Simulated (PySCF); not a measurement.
Problem. Give a PBE0-D3(BJ)/def2-SVP geometry of `[NH3+][BH2-]B(F)F`.

Solution. 
```xyz
10
B2F2H5N angstrom
N     -1.200    0.207    0.117
B      0.137   -0.408   -0.587
B      1.459    0.086    0.351
F      1.271    0.807    1.476
F      2.739   -0.169    0.107
H     -1.279   -0.101    1.087
H     -2.049   -0.074   -0.374
H     -1.171    1.227    0.133
H      0.154    0.031   -1.730
H     -0.011   -1.624   -0.594
```

Orientation and origin are arbitrary. Atoms count from 1 in this order. Of the pairs four or more bonds apart, F4···H6 is among the closest relative to their van der Waals radii: 2.74 Å, 102 % of the sum of Bondi's values. The B–F distances run from 1.328 Å (B3–F5, drawn single) to 1.350 Å (B3–F4, drawn single), a spread of 0.022 Å. B2 (four-coordinate boron) is distorted tetrahedral (angles from 106.1° to 113.7°). N1 (nitrogen bonded to B and 3 H) is tetrahedral (angles from 106.8° to 111.8°).

Bonds between heavy atoms (Å): N1–B2 1.632, B2–B3 1.694, B3–F4 1.350, B3–F5 1.328.

Computed, not measured: PBE0-D3(BJ)/def2-SVP geometry optimisation, gas phase (PySCF).

Point group: near Cs, missed by 0.10 Å at most; the miss may be what the optimiser left on a soft mode. PBE0-D3(BJ)/def2-SVP frequencies: not computed here. The numbers are those of one conformer (N1–B2–B3–F4 2°).

Time: 22 s; peak memory 0.38 GiB. Hardware: Arm Neoverse V1, one thread (shared host). These figures are those of the optimisation.
